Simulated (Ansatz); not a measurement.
CaCl2, charge +1, doublet, geometry from GFN2-xTB (such geometries of metal compounds can be far from the true shape) (a state made from the parent by changing its charge; the spin is typed, not shown lowest); SC-NEVPT2/cc-pVDZ, CASSCF(5,4) in Ansatz (a quantum-chemistry and plane-wave program).

The Ansatz input:
Ansatz 0.2 input:
```yaml
crystal:
  periodic: [false, false, false]
  atoms:
    - {symbol: Ca, position_ang: [0.72174078, -0.85501924, 0.54399476]}
    - {symbol: Cl, position_ang: [0.57022180, 0.73206431, -1.27970253]}
    - {symbol: Cl, position_ang: [-1.41932860, 0.27384068, 0.63970870]}
basis:
  gaussian:
    orbitals: cc-pVDZ
total_charge: 1
correlation: {method: sc_nevpt2, electrons: all, active_space: {window: {electrons: 5, orbitals: 4}}}
magnetization: {spin_polarized: false, initial_magnetization: 1}
```

It wrote (shortened):

```
Functional definition: HF
683 factors; integrals over basis functions are off by at most 3.8e-4 eV
mean field evaluation 1: about -43416.6399 eV, gradient 2.4e1 eV
mean field evaluation 2: about -43416.6622 eV, gradient 2.4e1 eV
mean field evaluation 4: about -43418.5884 eV, gradient 8.4e-1 eV
mean field evaluation 8: about -43418.5965 eV, gradient 2.9e-3 eV
mean field evaluation 16: about -43418.5977 eV, gradient 1.1e-1 eV
mean field evaluation 32: about -43418.0743 eV, gradient 5.7e0 eV
mean field -43418.59783593 eV, -1595.6040402878 hartree, gradient 7.6e-6 eV, S^2 0.750000; 8 other end points of the search recorded, 0 dependent functions left out
mean field evaluation 64: about -43418.5965 eV, gradient 6.6e-6 eV
reference -43418.59651374 eV, -1595.6039916983 hartree; 27, 26 occupied and 36, 37 virtual orbitals, 683 factors
state -43418.97925892 eV, -1595.6180573242 hartree
state -43418.97925892 eV, -1595.6180573242 hartree; corrected -43428.99410872 eV, -1595.9860962661 hartree
Total energy: -43428.99410872 eV, -1595.9860962661 hartree
```
